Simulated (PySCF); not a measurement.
Species: C6H10OSi2.
Numbering: `[CH2:1]=[CH:2][C:3]1=[CH:4][SiH2:5][CH:6]=[CH:7][Si@@H:8]1[OH:9]`

Structure used (PBE0-D3(BJ)/def2-SVP), in Å, numbered top down from 1:
```xyz
19
C6H10OSi2 angstrom
C      2.7970   -0.7979   -0.7070
C      2.1033    0.0418    0.0760
C      0.6417    0.1627    0.1278
C      0.0721    0.9466    1.0785
Si    -1.7487    1.2410    1.3632
C     -2.7640    0.2329    0.1592
C     -2.2221   -0.5123   -0.8227
Si    -0.3984   -0.7135   -1.1845
O     -0.0044   -2.3369   -1.3067
H      2.3021   -1.5035   -1.3807
H      3.8889   -0.8175   -0.6761
H      2.6532    0.7054    0.7575
H      0.7573    1.4632    1.7708
H     -2.1067    0.8729    2.7710
H     -2.0616    2.6987    1.2152
H     -3.8593    0.2562    0.2594
H     -2.9013   -1.0707   -1.4857
H     -0.0814   -0.1767   -2.5370
H     -0.0195   -2.8367   -0.4849
```

NICS is the negative of the GIAO shielding at a point without a nucleus: at the ring centre (0) and 1 Å above and below it (1); zz is the component along the ring normal. Level: GIAO PBE0/pcSseg-1 (PySCF, non-relativistic, gas phase) on the PBE0-D3(BJ)/def2-SVP geometry, one conformer.

Ring bond lengths (Å), with Mayer bond orders in brackets: C3–C4 1.357 (1.81), C4–Si5 1.866 (0.91), Si5–C6 1.870 (0.90), C6–C7 1.347 (1.92), C7–Si8 1.870 (0.88), Si8–C3 1.890 (0.81).

Give the NICS values of each ring in ppm.

| ring | type | NICS(0) | NICS(1), two faces | NICS(1)zz, two faces | rms pucker (Å) | centre to ring atoms, mean (Å) |
| --- | --- | --- | --- | --- | --- | --- |
| C3–C4–Si5–C6–C7–Si8 | 6-membered ring with 2 Si; formal bonds 2 double, 4 single | 0.7 | -0.7 / -1.2 | 4.9 / 3.5 | 0.04 | 1.70 |

What do they say, and how far can they be read as aromaticity?

- C3–C4–Si5–C6–C7–Si8: mean NICS(1)zz 4.2 ppm, deshielded. Si5, Si8 have four or more neighbours, and the NICS criterion for π rings isn't applied.

List the ring angles and the Hirshfeld charges of the ring atoms.

- C3–C4–Si5–C6–C7–Si8: C3 121.5° (-0.088 e), C4 127.4° (-0.133 e), Si5 110.3° (+0.322 e), C6 123.3° (-0.127 e), C7 126.4° (-0.135 e), Si8 110.6° (+0.402 e); sum 719.5° against 720° for a flat convex ring.

How shielded are the nuclei of the rings and their hydrogens (means over atoms taken as equivalent)?

```tsv
atoms	environment	σ isotropic (ppm)	principal values of the symmetric part, first atom (ppm)
C3	fully substituted alkene carbon	19.4	-90.7, -17.1, 165.8
C4	alkene CH carbon	36.8	-62.8, 14.9, 158.5
Si5	SiH2 silicon	419.6	400.5, 402.2, 456.1
C6	alkene CH carbon	29.8	-88.8, 3.5, 174.8
C7	alkene CH carbon	24.6	-94.5, 2.0, 166.3
Si8	oxygen-bound silicon	383.9	357.9, 367.3, 426.6
H13	vinylic hydrogen	24.67	22.9, 23.7, 27.4
H14	Si–H hydrogen	26.66	23.9, 24.7, 31.4
H15	Si–H hydrogen	26.69	24.0, 24.5, 31.6
H16	vinylic hydrogen	24.06	22.7, 23.2, 26.2
H17	vinylic hydrogen	23.92	21.8, 23.5, 26.5
H18	Si–H hydrogen	26.17	23.5, 24.6, 30.4
```

How do the values depend on the level or the medium?

```tsv
level	NICS(0), C3–C4–Si5–C6–C7–Si8	mean NICS(1)zz, C3–C4–Si5–C6–C7–Si8
PBE0/pcSseg-1, gas	0.7	4.2
mPW1PW91/pcSseg-1, gas	0.7	4.2
PBE0/pcSseg-1, IEF-PCM benzene	0.7	4.2
PBE0/pcSseg-1, IEF-PCM dimethylsulfoxide	0.8	4.2
```

The geometry is the same throughout; the continuum's cavity takes Bondi-type radii × 1.2.
